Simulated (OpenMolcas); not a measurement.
# Mo III: effect of the level shift or regulariser

| Property | Result |
| --- | --- |
| Program | OpenMolcas |
| Basis | ANO-RCC-VQZP [8s7p5d3f2g1h] |
| Scalar Hamiltonian | DKH2, point nucleus |
| Active space | 4 electrons in 10 orbitals (4d 5d) |
| State averaging | 2S+1 = 5 even, 5 roots; 2S+1 = 3 even, 45 roots; 2S+1 = 1 even, 49 roots |
| Spin-orbit coupling | state interaction with AMFI integrals over the reference wave functions, term energies averaged over their components |

Methods on the same reference wave functions:
A. CASSCF
B. MS-CASPT2, IPEA 0.25 Eh, imaginary shift 0.1 Eh (closed shells correlated: 4s 4p)
C. MS-CASPT2, IPEA 0.25 Eh, real shift 0.2 Eh (closed shells correlated: 4s 4p)

Energies in cm⁻¹ above 4d⁴ ⁵D₀, the measured ground level; measured values from Sugar and Musgrove, J. Phys. Chem. Ref. Data 17, 155 (1988).

| Level | A | B | C | Measured |
| --- | --- | --- | --- | --- |
| 4d⁴ ⁵D₀ | 0.0 | 0.0 | 0.0 | 0.0 |
| 4d⁴ ⁵D₁ | 222 | 243 | 241 | 242 |
| 4d⁴ ⁵D₂ | 632 | 672 | 669 | 668 |
| 4d⁴ ⁵D₃ | 1187 | 1232 | 1229 | 1224 |
| 4d⁴ ⁵D₄ | 1855 | 1888 | 1885 | 1872 |
| 4d⁴ ³H₄ | 15290 | 13060 | 13080 | 12680 |
| 4d⁴ ³P₀(1) | 15592 | 11370 | 11610 | 11149 |
| 4d⁴ ³H₅ | 15817 | 13650 | 13670 | 13276 |
| 4d⁴ ³H₆ | 16328 | 14190 | 14210 | 13811 |
| 4d⁴ ³P₁(1) | 16847 | 12610 | 12860 | 12510 |
| 4d⁴ ³F₃(1) | 17736 | 14410 | 14500 | 13948 |
| 4d⁴ ³F₂(1) | 17814 | 14380 | 14500 | 13929 |
| 4d⁴ ³F₄(1) | 18011 | 14740 | 14830 | 14296 |
| 4d⁴ ³P₂(1) | 18772 | 14480 | 14740 | 14358 |
| 4d⁴ ³G₃ | 19596 | 16410 | 16460 | 15871 |
| 4d⁴ ³G₄ | 20022 | 16860 | 16910 | 16283 |
| 4d⁴ ³G₅ | 20362 | 17290 | 17320 | 16714 |
| 4d⁴ ¹I₆ | 23579 | 20650 | 20670 | 20290 |
| 4d⁴ ³D₃ | 24822 | 20140 | 20230 | 19488 |
| 4d⁴ ³D₂ | 24947 | 20220 | 20330 | 19577 |
| 4d⁴ ¹G₄(1) | 25136 | 21640 | 21670 | 20612 |
| 4d⁴ ³D₁ | 25193 | 20530 | 20620 |  |
| 4d⁴ ¹S₀ | 28767 | 23840 | 23890 | 22990 |
| 4d⁴ ¹D₂(1) | 30414 | 24170 | 24500 | 22806 |

Deviations, from unrounded energies. A percentage is the sum of absolute deviations over the sum of measured energies, with the sign that they share, or ± where signs differ.

```csv
Against measurement,Levels,A,B,C
mean absolute deviation (cm-1),22,3400,430,520
fine structure of the ground term (%),4,-2.8,+0.7,±0.5
other terms of the ground configuration (%),18,+25.5,+3.2,+3.9
```

B lies closest to measurement on these levels and A furthest from it. The largest miss of B in the table is 4d⁴ ¹D₂(1), by +1400 cm-1. The ranking rests on the paired levels alone, and a cruder setting can come out closer through cancelling errors.

Between B and C the level of the table that moves most is 4d⁴ ¹D₂(1), by 330 cm-1 (lowest in B, highest in C). Moves below CASPT2's spread within the term are not significant.

The mean deviations of B to C differ by less than CASPT2's widest spread within a term (920 cm-1), so their order carries little weight.

From A to B the spin-free energies of the other terms of 4d⁴ shown, above ⁵D, scale by factors of 0.74 to 0.87, as is usual when dynamic correlation screens the repulsion within a d or f shell.

The lowest spin-free term lies below A's lowest term by 0.358 hartree in B, 0.357 hartree in C.

Term energies are means over components that CASPT2 splits; among the terms shown or strongly mixed into the levels shown the widest spread is 920 cm-1 (4d⁴ ¹I, B). Active for correlation alone: 5d; no level in the range computed is led by a configuration that fills it, so any true level of that kind is missing. Without dynamic correlation excited terms often stand tens of per cent too high (terms of higher spin than the ground term too low), and those without a measured partner can miss by more than the paired ones (holds for A). Some levels mix across a computed gap that differs much from the measured one, so their mixing is not that of the real levels (holds for A). The CASPT2 spread within a term exceeds the gap to the next term for 4d⁴ ³P(1) and 4d⁴ ³H, 4d⁴ ³D and 4d⁴ ¹I, 4d⁴ ¹I and 4d⁴ ¹G(1), so the order of their levels is uncertain (holds for B; C). Measured partners are found by configuration, term and J. A level has none where our copy of the source lacks it or the pairing is in doubt (some pairs that miss far off the trend of their configuration count as doubtful), and it then counts in no deviation. Only configurations of the active space appear. Levels that lie high or do not pair safely by name in every column are left out.

A number in round brackets counts repeated terms of one configuration in the order of the reference energies.
